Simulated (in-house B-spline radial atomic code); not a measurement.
Results of a calculation; reference values are marked as such.
Sn ion on Si atom: potential, deflection and energy transfer

The pair potential comes from two frozen, spherical free-atom densities (PBE, B-spline radial code, scalar-relativistic past argon): electrostatics plus the change in Thomas-Fermi kinetic and Dirac exchange energy where they overlap, the recipe behind the universal ZBL potential, which averages such potentials (from solid-state densities) over many pairs. It is written V = (Z1 Z2 e²/r) φ(r/a), with e² = 14.3996 eV·Å and a = 0.46850 Å/(Z1^0.23 + Z2^0.23); ZBL's fit is φ = 0.18175 e^(−3.1998x) + 0.50986 e^(−0.94229x) + 0.28022 e^(−0.4029x) + 0.02817 e^(−0.20162x). Where φ falls below 4e-4 it is continued as an exponential.

Masses 118.71 and 28.09 u.

```csv
x = r/a,"φ, this pair","φ, ZBL"
0.1,0.8872,0.8928
0.5,0.6132,0.6096
1.5,0.3044,0.2995
3,0.1355,0.1292
5,0.05518,0.05224
8,0.01801,0.01705
12,0.005182,0.00474
17,0.001314,0.001212
```

Question: At x = 6.5 the electrostatic, kinetic and exchange parts are -10.54, 508.1 and -55.61 eV. Find r, V and φ.

Answer: a = 0.46850/(2.4590 + 1.8349) = 0.10911 Å, so r = 0.70920 Å. V = -10.54 + 508.1 + (-55.61) = 441.95 eV. The bare repulsion is 50 × 14 × 14.3996/0.70920 = 14213 eV, so φ = 0.0311, +6.7 % against ZBL's 0.0291. The kinetic (Pauli) term is 115 % of V here, as the other two terms together attract.

Question: The ion comes in at 48.28 keV with impact parameter 0.5455 Å. The scattering integral gives a centre-of-mass angle of 11.26° and a closest approach of 5.255 a. What are the reduced energy, the energy passed on and the laboratory angles?

Answer: ε = E a M2/(Z1 Z2 e² (M1 + M2)) = 48280 × 2.0713e-06 = 0.1. The most that one collision can pass on is γE with γ = 4 M1 M2/(M1 + M2)² = 0.6189. Here T = γE sin²(θ/2) = 0.6189 × 48280 × 0.00963 = 287.8 eV. The ion turns by arctan(sin θ/(cos θ + M1/M2)) = 2.1°, and the struck atom leaves at (180° − θ)/2 = 84.4°. The closest approach is 0.573 Å. With ZBL the angle would be 10.78° and T = 263.8 eV.
